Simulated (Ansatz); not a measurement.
Calculated with Ansatz (gas phase, PBE0-D4/def2-TZVP geometries, no zero-point term in ΔE). CCSD(T)/CBS is the MP2 limit (def2-TZVPP, def2-QZVPP) plus CCSD(T) − MP2 in def2-TZVPP, frozen cores. Each species was taken in one conformer, which may not be the lowest.

Consider the redistribution: `O[SiH](O)[O][AlH2]` + `O[SiH2]S[SiH](O)O` → `O[SiH](O)S[SiH](O)O` + `O[SiH2][O][AlH2]`.

```tsv
species	HF/def2-TZVPP energy (Eh)
`O[SiH](O)[O][AlH2]`	-758.70012
`O[SiH2]S[SiH](O)O`	-1203.84546
`O[SiH](O)S[SiH](O)O`	-1278.80778
`O[SiH2][O][AlH2]`	-683.73451
```

(1) Work out ΔE.

Largest T1 diagnostic among the species: 0.012.

## Answers

(1) ΔE = (-1278.80778) + (-683.73451) − (-758.70012) − (-1203.84546) = 0.00329 Eh = +2.1 kcal/mol. CCSD(T)/CBS gives +1.6 kcal/mol.
